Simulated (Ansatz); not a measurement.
Two isomers of C2H7NOSi: A = `C=N[SiH](C)O`, B = `C[SiH2]C(=N)O`.

Gas-phase electronic energies from Ansatz, PBE0-D4/def2-TZVP geometries. CCSD(T)/CBS adds triple-zeta CCSD(T) − MP2 to the extrapolated MP2 energy (def2 sets, frozen cores). DFT in def2-TZVPP. One conformer a species, not always the lowest.

A:

```xyz
12

C    -0.367   -0.933    1.968
N    -0.162    0.148    1.361
Si    0.544    0.312   -0.219
C    -0.721    1.072   -1.337
O     1.003   -1.121   -0.905
H    -0.109   -1.925    1.564
H    -0.833   -0.934    2.961
H     1.740    1.175   -0.026
H    -1.561    0.387   -1.478
H    -0.290    1.291   -2.316
H    -1.106    2.000   -0.908
H     1.862   -1.472   -0.666
```

B:

Z-matrix (Å, degrees):
```
C
Si 1 1.864
H 1 1.092 2 110.0
H 1 1.092 2 110.9 3 -119.9
H 1 1.092 2 110.9 3 119.7
C 2 1.903 1 110.8 3 -59.3
H 2 1.487 1 112.1 3 -176.8
H 2 1.487 1 111.1 3 61.0
O 6 1.349 2 112.8 1 52.9
N 6 1.266 2 128.1 1 -127.0
H 9 0.970 6 106.5 2 179.7
H 10 1.015 6 111.5 2 0.1
```

**Question.** Which isomer does CCSD(T)/CBS put lower? Give the gap. (Best estimate.)

**Answer.** Ansatz gave: A, by 157.8 kJ/mol.

**Question.** Give E(B) − E(A) in kJ/mol with CCSD(T)/def2-SVP, B2PLYP, CCSD/def2-TZVPP, BLYP-D4, CCSD(T)/def2-TZVPP, ωB97M-V, r2SCAN-D4. (Estimate.)

**Answer.** The calculation gave: CCSD(T)/def2-SVP 124.4, B2PLYP 154.8, CCSD/def2-TZVPP 158.9, BLYP-D4 143.0, CCSD(T)/def2-TZVPP 154.6, ωB97M-V 151.0, r2SCAN-D4 143.9. None reverses the order clearly.

**Question.** Does the order hold for the free energy at 298.15 K (harmonic terms from PBE0-D4)? (Best estimate.)

**Answer.** The calculation gave: Yes: G(B) − G(A) = +156.7 kJ/mol, for one conformer each. Modes under 60 cm⁻¹, often nearly free rotors, make the harmonic entropy too high.

Largest T1 diagnostic: 0.013.

From r2SCAN to r2SCAN0 (25 % exact exchange), in def2-TZVPP and without D4, E(B) − E(A) moves by +6.1 kJ/mol. Leaving LDA and LC-ωPBE aside and taking each functional with its dispersion term where it has one, the values, not all of them listed here, spread over 33.9 kJ/mol, from PBE-D4 to BHLYP-D4. LDA lies −5.7 kJ/mol from PBE without D4.
